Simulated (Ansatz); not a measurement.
Ga7P7H20, a nanocrystal cut from zinc blende GaP (hydrogen-capped) was relaxed with PBE-D4 (def2-SVP) in Ansatz in these states: charge +1 doublet, charge -1 doublet, neutral singlet. The geometries follow in no particular order.

Single mean-field runs in def2-SVP are fitted with def2-universal-jkfit.

A:

```
atom    x (Å)    y (Å)    z (Å)
 Ga1  -0.5055  -3.6870   0.2675
 Ga2   2.0217   2.7106  -1.7363
 Ga3   2.2227  -0.7792   0.3401
 Ga4  -0.9150  -0.4788  -2.0912
 Ga5  -3.4480  -1.0481   0.9570
 Ga6  -0.8374   1.9658   1.0540
 Ga7  -0.1762  -1.0845   3.4013
  P8   0.4615   1.2964  -3.0158
  P9   0.6047  -1.9147  -0.9837
 P10  -1.6038  -2.2817   1.8735
 P11   3.4144   0.6832  -1.1542
 P12   0.1005   3.6506  -0.3857
 P13   0.8396   0.4648   1.8219
 P14  -2.1381   0.5431  -0.3418
 H15   0.6452  -4.5518   0.9431
 H16  -1.5598  -4.3701  -0.7073
 H17   2.6647   3.7068  -2.8184
 H18   3.2144  -1.7474   1.1052
 H19  -1.7695  -1.1270  -3.2559
 H20  -4.2759  -1.9376  -0.0688
 H21  -4.1961  -0.2079   2.0806
 H22  -1.6584   2.6177   2.2400
 H23   0.9718  -2.0434   3.9420
 H24  -1.0584  -0.2336   4.4146
 H25   1.1529   0.7272  -4.1357
 H26  -0.4186   2.1417  -3.7682
 H27   1.3460  -2.5305  -2.0460
 H28  -2.2555  -3.2295   2.7317
 H29   4.3126  -0.2382  -1.8557
 H30   4.4330   1.2334  -0.3098
 H31   0.7635   4.5200   0.5405
 H32  -1.0376   4.5456  -0.6099
 H33   1.7425   1.2720   2.5885
 H34  -3.0581   1.4120  -1.0169
```

B:

Cartesian coordinates in Å:
```
Ga 1.2521 2.2898 -2.7872
Ga 0.6411 -3.5879 1.1814
Ga -0.6757 -1.0820 -1.9792
Ga 2.2981 0.2493 0.4511
Ga -0.0061 3.4236 1.1818
Ga -1.5340 -0.0308 1.8942
Ga -2.6745 2.2293 -0.9980
P 2.4915 -2.0647 1.1858
P 1.3627 0.0999 -1.7217
P -0.4090 3.1898 -1.2470
P -0.2232 -3.2800 -1.0328
P -0.9576 -2.3236 2.4437
P -2.1297 -0.0440 -0.4060
P 0.5267 1.1452 1.7649
H 0.5150 2.1339 -4.1665
H 2.5854 3.0614 -2.4759
H 0.9157 -5.0550 1.6491
H -1.2430 -1.2390 -3.4322
H 3.6844 0.9669 0.5949
H 1.3319 4.2051 0.7694
H -1.2167 3.9676 2.0117
H -2.6021 0.5198 2.8999
H -2.7845 2.3636 -2.5918
H -3.5744 2.9115 0.0861
H 3.5409 -2.7012 0.4516
H 3.0768 -2.1311 2.4891
H 2.3186 -0.6470 -2.4822
H -0.6975 4.5393 -1.6329
H 0.6499 -3.9955 -1.9110
H -1.3730 -4.1229 -1.1471
H -2.1512 -3.1072 2.5194
H -0.5670 -2.3988 3.8171
H -3.3848 -0.7274 -0.4869
H 1.0134 1.2420 3.1075
```

C:

Cartesian coordinates in Å:
```
Ga -3.3776 1.5291 0.6079
Ga 2.6133 -0.4593 -2.7580
Ga -1.3771 -1.1712 -1.4765
Ga 0.3799 2.2728 -0.3862
Ga -0.4203 1.5112 3.4129
Ga 1.5382 -1.1901 1.2890
Ga -2.1987 -1.9867 2.3071
P 2.0360 1.7711 -2.1326
P -1.5836 1.1381 -1.0383
P -2.3273 0.4078 2.4550
P 0.4359 -1.3666 -3.1255
P 3.0887 -1.3840 -0.6090
P -0.5051 -2.0836 0.5176
P 1.1269 1.1205 1.5328
H -4.6111 0.7013 0.0647
H -3.3916 3.0956 0.8263
H 3.6864 -0.6480 -3.8909
H -2.6092 -1.8997 -2.1307
H 0.3214 3.8439 -0.3137
H -0.6266 3.0790 3.4470
H 0.1811 0.6726 4.6116
H 2.2511 -1.9309 2.4806
H -3.5088 -2.5895 1.6574
H -1.4797 -2.5977 3.5765
H 1.7135 2.4515 -3.3504
H 3.2742 2.4380 -1.8643
H -1.9717 1.7302 -2.2842
H -3.3068 0.5792 3.4891
H 0.0162 -0.8812 -4.4054
H 0.6373 -2.7345 -3.4973
H 3.4404 -2.7528 -0.8383
H 4.3921 -0.9095 -0.2540
H -0.2330 -3.4589 0.2213
H 2.3953 1.7023 1.8584
```

Problem. Judge from the bond lengths which geometry belongs to which state (an estimate).

Solution. A is the charge -1 doublet (Ga2–P12 2.530 Å, Ga2–P11 2.528 Å, Ga2–P8 2.464 Å); B is the charge +1 doublet (Ga2–P12 2.397 Å, Ga2–P11 2.397 Å, Ga2–P8 2.397 Å); C is the neutral singlet (Ga2–P12 2.387 Å, Ga2–P11 2.387 Å, Ga2–P8 2.387 Å).
